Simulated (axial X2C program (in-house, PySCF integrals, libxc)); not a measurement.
**Spin–orbit effects down a group: molecules with Li (ions), MP2**

Computed with an in-house all-electron X2C program for linear molecules (integrals from PySCF), spin-free (one-electron X2C) or two-component (2c: spin–orbit coupling with atomic mean-field Coulomb and Gaunt terms, which also bring small scalar terms), in Dyall basis sets with cores contracted in-house; open shells are unrestricted.

Basis sets: Al dyall-v3z, B dyall-v3z, Ga dyall-cv3z, In dyall-cv3z, Li dyall-cv3z, Tl dyall-cv3z. Frozen shells (counts by l): LiB⁺ B 1s, Li 1s, 3 electrons correlated; LiAl⁺ Al 2s1p, Li 1s, 3 electrons correlated; LiGa⁺ Ga 3s2p, Li 1s, 13 electrons correlated; LiIn⁺ In 4s3p1d, Li 1s, 13 electrons correlated; LiTl⁺ Tl 5s4p2d1f, Li 1s, 13 electrons correlated. Where the outer core of a metal is frozen, bonds come out longer and ionisation energies lower. Frozen cores can differ along the series, which adds to the trend.

```json
{"molecule": "LiB⁺", "spin-free state": "M_S = 1/2, Λ = 0", "Re (Å)": "2.476", "ωe (cm⁻¹)": "338.2", "De (eV)": "0.81", "2c state": "Ω = 1/2", "Re 2c (Å)": "2.476", "ωe 2c (cm⁻¹)": "338.2", "De 2c (eV)": "0.81"}
{"molecule": "LiAl⁺", "spin-free state": "M_S = 1/2, Λ = 0", "Re (Å)": "3.055", "ωe (cm⁻¹)": "230.1", "De (eV)": "1.16", "2c state": "Ω = 1/2", "Re 2c (Å)": "3.056", "ωe 2c (cm⁻¹)": "230.0", "De 2c (eV)": "1.16"}
{"molecule": "LiGa⁺", "spin-free state": "M_S = 1/2, Λ = 0", "Re (Å)": "3.058", "ωe (cm⁻¹)": "203.4", "De (eV)": "1.12", "2c state": "Ω = 1/2", "Re 2c (Å)": "3.058", "ωe 2c (cm⁻¹)": "203.2", "De 2c (eV)": "1.08"}
{"molecule": "LiIn⁺", "spin-free state": "M_S = 1/2, Λ = 0", "Re (Å)": "3.255", "ωe (cm⁻¹)": "185.7", "De (eV)": "1.20", "2c state": "Ω = 1/2", "Re 2c (Å)": "3.246", "ωe 2c (cm⁻¹)": "185.4", "De 2c (eV)": "1.07"}
{"molecule": "LiTl⁺", "spin-free state": "M_S = 1/2, Λ = 0", "Re (Å)": "3.339", "ωe (cm⁻¹)": "175.4", "De (eV)": "1.20", "2c state": "Ω = 1/2", "Re 2c (Å)": "3.238", "ωe 2c (cm⁻¹)": "170.9", "De 2c (eV)": "0.78"}
```

Fragments in 2c: B + Li+, Al + Li+, Ga + Li+, In + Li+, Tl + Li+. Each entry is the lowest single determinant of a limited PBE0 search at one distance. De goes to single-determinant-based atoms at the same level (for ions the charge split of lowest energy) and is withheld (n/a) where an atom does not fit its ground term or J level. Main or longest-lived isotopes.
